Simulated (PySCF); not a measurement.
H₈N₂Si₂.
SMILES with atom numbers: `[NH2:1][SiH2:2][NH:3][SiH3:4]` (hydrogens: H5, H6 on N1; H7, H8 on Si2; H9 on N3; H10, H11, H12 on Si4)

Torsions of this conformer, `[NH2:1][SiH2:2][NH:3][SiH3:4]`: N1–Si2–N3–Si4 139°, H–N1–Si2–N3 147°, H–N1–Si2–N3 -65°.

The closed-shell ground state was solved at several levels (PySCF, density fitting, gas phase, non-relativistic). One conformer (not necessarily the lowest) at the PBE0-D3(BJ)/def2-SVP geometry, without solvent, vibrations or thermal averaging.

| level | basis functions | HOMO (eV) | LUMO (eV) | gap (eV) | dipole (D) |
| --- | --- | --- | --- | --- | --- |
| PBE0/pcSseg-1 | 122 | -7.32 | 0.65 | 7.97 | 1.67 |
| wB97X-D/pcSseg-2 | 270 | -9.29 | 1.87 | 11.16 | 1.56 |

Estimate the row for PBE0/def2-SVPD, a basis of 152 functions; the other rows only guide the guess.

HOMO -7.37 eV, LUMO 0.25 eV, gap 7.62 eV, dipole 1.58 D.

Over all these levels, which gives the widest orbital gap and which the narrowest?

wB97X-D/pcSseg-2 (range-separated hybrid) has the widest, 11.16 eV, and PBE0/def2-SVPD (global hybrid, 25 % exact exchange) the narrowest, 7.62 eV. Functional and basis both differ between the two, so the spread mixes both effects.

How far do the dipole and the HOMO energy spread over the levels?

The dipole runs from 1.56 to 1.67 D (mean 1.60 D) and the HOMO from -9.29 to -7.32 eV.
